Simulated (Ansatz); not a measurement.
`BrC1O[SiH2]1` + H₂S → `SC1O[SiH2]1` + HBr at 700 K and 1 bar (substitution at a C–Br bond).

Gas-phase electronic energies from Ansatz, PBE0-D4/def2-TZVP geometries. CCSD(T)/CBS adds triple-zeta CCSD(T) − MP2 to the extrapolated MP2 energy (def2 sets, frozen cores). This one scheme is used for every species. For Br outer-core shells are correlated without core-valence functions, which leaves a few kJ/mol of doubt a bond. Scalar relativity is left out up to krypton. One conformer a species, not always the lowest.

```csv
species,CCSD(T)/CBS energy (Eh),H − E (kJ/mol),S (J/(mol·K))
`BrC1O[SiH2]1`,-2977.39659,154.5,392.3
H₂S,-398.97279,64.8,236.9
`SC1O[SiH2]1`,-802.45452,184.2,397.5
HBr,-2573.91920,36.5,223.7
```

H − E and S are ideal-gas, rigid-rotor, harmonic terms from PBE0-D4/def2-TZVP, for one conformer and one mirror image of each species. 1 Eh = 2625.50 kJ/mol, R = 8.31446 J/(mol·K).

Q: By hand: ΔE, ΔH, ΔS and ΔG.

A: ΔE = (-802.45452) + (-2573.91920) − (-2977.39659) − (-398.97279) = -0.00434 Eh = -11.4 kJ/mol. Δ(H − E) = 184.2 + 36.5 − 154.5 − 64.8 = 1.4, so ΔH = -10.0 kJ/mol. ΔS = 397.5 + 223.7 − 392.3 − 236.9 = -8.0 J/(mol·K). ΔG = -10.0 − 700 × (-8.0)/1000 = -4.4 kJ/mol.

Q: By hand: the equilibrium constant, and the temperature at which ΔG would vanish if ΔH and ΔS stayed fixed.

A: log₁₀ K = −ΔG/(RT ln 10) = 0.3. ΔG = 0 at ΔH/ΔS = 1250 K, though so small a ΔS makes that figure unsure.

TΔS isn't small against ΔH here. The sign of ΔG lies within the doubt. A doubt of 5 kJ/mol in ΔE shifts log₁₀ K by 0.4 here. Other conformers and mirror images would add mixing entropy, several J/(mol·K) or more a flexible species. These are equilibria of isolated gas molecules and say nothing of rates. Largest T1 diagnostic: 0.015 (customary marks: 0.02 for closed shells, 0.045 for open ones).
